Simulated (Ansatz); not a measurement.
`[NH2][Al]([OH])[SiH2]Cl` + `O[SiH](Cl)Cl` → `Cl[SiH2]O[SiH](Cl)Cl` + `[NH2][AlH][OH]`  (cleavage of the Si–Al bond)

Calculated with Ansatz (gas phase, PBE0-D4/def2-TZVP geometries, no zero-point term in ΔE). CBS: MP2 limit from def2 TZ/QZ plus the TZ coupled-cluster correction, frozen cores. This one scheme is used for every species. Functionals use def2-TZVPP. B3LYP here is the variant with VWN-RPA as its local correlation; programs differ in this. Each species was taken in one conformer, which may not be the lowest.

Problem. Is it downhill or uphill in electronic energy at CCSD(T)/CBS, and by how much? (Estimate.)

Solution. Ansatz gave: Downhill: ΔE = -1.15 eV.

Problem. What do these levels give: PBE-D4, PBE0-D4, ωB97M-V, B2PLYP, PBE, B3LYP, HF/def2-TZVPP, MP2/def2-TZVPP, CCSD/def2-TZVPP, HF/def2-QZVPP, MP2/def2-QZVPP, HF/CBS(def2)? (Best estimate.)

Solution. The calculation gave: PBE-D4 -0.88, PBE0-D4 -0.97, ωB97M-V -1.19, B2PLYP -1.17, PBE -0.84, B3LYP -1.10, HF/def2-TZVPP -1.36, MP2/def2-TZVPP -1.23, CCSD/def2-TZVPP -1.18, HF/def2-QZVPP -1.40, MP2/def2-QZVPP -1.25, HF/CBS(def2) -1.40 eV.

Largest T1 diagnostic among the species: 0.011.

The D4 term adds −0.06 eV with B3LYP and −0.03 eV with PBE0; it sums over pairs of atoms, weighted by their polarisabilities, and B3LYP, whose exchange is more repulsive, gets the larger term. In def2-TZVPP, CCSD(T) changes the Hartree–Fock value by +0.21 eV (the triples alone add +0.03 eV) and MP2 by +0.13 eV.
